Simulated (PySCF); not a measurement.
CH$_{4}$AlClO (SMILES [CH3][Al]([OH])[Cl]), singlet, at a GFN2-xTB geometry (such geometries of metal compounds can be far from the true shape), atoms displaced at random by about 0.08 Å a coordinate; DF-HF/6-31G, gradient run with PySCF.

The PySCF input:
```python
from pyscf import gto, scf

mol = gto.Mole()
mol.atom = '''
    Al   -0.361375   -0.116327    0.152359
    Cl    1.631899    0.116293   -0.519826
    C    -0.944915   -1.203203    1.592896
    H    -1.582088   -1.837204    1.279896
    H    -1.432176   -0.631399    2.296363
    H    -0.120936   -1.727727    2.023325
    O    -1.436330    0.968219   -0.798744
    H    -2.198790    1.494427   -1.102011
'''
mol.basis = '6-31g'
mol.charge = 0
mol.spin = 0
mol.verbose = 3
mol.build()

mf = scf.RHF(mol)
mf = mf.density_fit(auxbasis='def2-universal-jkfit')
mf.kernel()
g = mf.nuc_grad_method()
grad = g.kernel()
```

**Question.** What does PySCF print? Leave out banner, timings and long lists.

**Answer.** 
```
converged SCF energy = -816.474836194959
--------------- DFRHF gradients ---------------
         x                y                z
0 Al     0.0507845235    -0.0528506105     0.0416192824
1 Cl    -0.0246058544     0.0006192263     0.0058448469
2 C    -0.0950641805    -0.0581264916    -0.0178938346
3 H     0.0926467050     0.0967266348     0.0467191271
4 H     0.0158859819    -0.0269123469    -0.0355522266
5 H    -0.0074397830     0.0041096477    -0.0095604465
6 O    -0.0005185054     0.0136750011    -0.0179355881
7 H    -0.0316888871     0.0227589391    -0.0132411606
----------------------------------------------
```
